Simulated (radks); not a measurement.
Results of a calculation; reference values are marked as such.
Tl+, configuration [Kr] 4d10 4f14 5s2 5p5 5d10 6s2 7s1 (not the ground configuration).

Code: a radial shooting solver on a logarithmic mesh with Libxc functionals. Model: non-relativistic Kohn-Sham, TASK exchange with Perdew-Wang LDA correlation, spin-polarised, spherical densities, point nucleus; open shells are filled with parallel spins first (spin-orbit coupling, left out, can overturn this in heavy ions); meta-GGA in the generalised Kohn-Sham scheme; relativity is left out, which matters for an element this heavy.

Energy parts (hartree):
part                       energy
total                 -18960.6372
kinetic                18954.4718
electron-nucleus      -45085.4834
Hartree                 7523.6231
exchange-correlation    -353.2487

Orbitals (lengths in bohr, moments of r in powers of bohr):
| orbital | occ. | eigenvalue (hartree) | <r> |
|---|---|---|---|
| 1s up | 1 | -2833.418 | 0.01870 |
| 1s down | 1 | -2833.410 | 0.01870 |
| 2s up | 1 | -477.8213 | 0.07868 |
| 2s down | 1 | -477.8173 | 0.07868 |
| 2p up | 3 | -459.7918 | 0.06646 |
| 2p down | 3 | -459.7848 | 0.06646 |
| 3s up | 1 | -114.2082 | 0.1981 |
| 3s down | 1 | -114.2048 | 0.1981 |
| 3p up | 3 | -105.6644 | 0.1886 |
| 3p down | 3 | -105.6596 | 0.1886 |
| 3d up | 5 | -89.67842 | 0.1645 |
| 3d down | 5 | -89.67311 | 0.1645 |
| 4s up | 1 | -25.70636 | 0.4342 |
| 4s down | 1 | -25.69846 | 0.4341 |
| 4p up | 3 | -21.95407 | 0.4372 |
| 4p down | 3 | -21.94515 | 0.4372 |
| 4d up | 5 | -15.02137 | 0.4426 |
| 4d down | 5 | -15.01077 | 0.4424 |
| 4f up | 7 | -5.65326 | 0.4568 |
| 4f down | 7 | -5.63912 | 0.4562 |
| 5s up | 1 | -4.66987 | 0.9725 |
| 5s down | 1 | -4.62518 | 0.9743 |
| 5p up | 3 | -3.40488 | 1.044 |
| 5p down | 2 | -3.36188 | 1.047 |
| 5d up | 5 | -1.34749 | 1.292 |
| 5d down | 5 | -1.31148 | 1.302 |
| 6s up | 1 | -0.69945 | 2.389 |
| 6s down | 1 | -0.71145 | 2.441 |
| 7s up | 1 | -0.21901 | 6.179 |

The highest occupied level is 7s up at -5.959 eV. The spin density at the nucleus is 6.331 e/bohr^3 (1s -0.583, 2s 0.096, 3s 0.140, 4s 0.017, 5s 0.795, 6s 2.358, 7s 3.507). Virial ratio -V/T = 2.00033. Spin moment in Bohr magnetons: 2.

Empty levels of this run are not shown, since the potential may be unsettled where no density lies.
